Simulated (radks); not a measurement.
Results of a calculation; reference values are marked as such.
Problem. These are the eigenvalues of the occupied orbitals of an atom or ion with whole-number occupations (Ry). Code: a radial shooting solver on a logarithmic mesh with Libxc functionals. Model: scalar-relativistic Kohn-Sham, PBE, spin-polarised, spherical densities, finite nucleus; Fermi nuclear charge, rms radius of each element as measured or else 0.836 A^(1/3) + 0.57 fm.

1s: -2557.035
2s: -424.1457
2p: -383.8250
3s: -110.0202
3p: -96.99169
3d: -77.85812
4s: -40.88196
4p: -36.37588
5s: -20.52280

Which element is it, and in what charge state? The configuration may be excited. Open shells, if any, are filled with parallel spins first.

Solution. Z = 54, xenon, charge +16: Xe16+ in [Kr] 5s2. The list shows which subshells hold electrons but not how many an open one holds; the 1s level, -1278.5 hartree, gives Z - s = 50.6 by -(Z - s)^2/2, which with screening and relativity narrows Z to a few neighbours, and the depths of the outer levels then fix element, charge and occupations together.
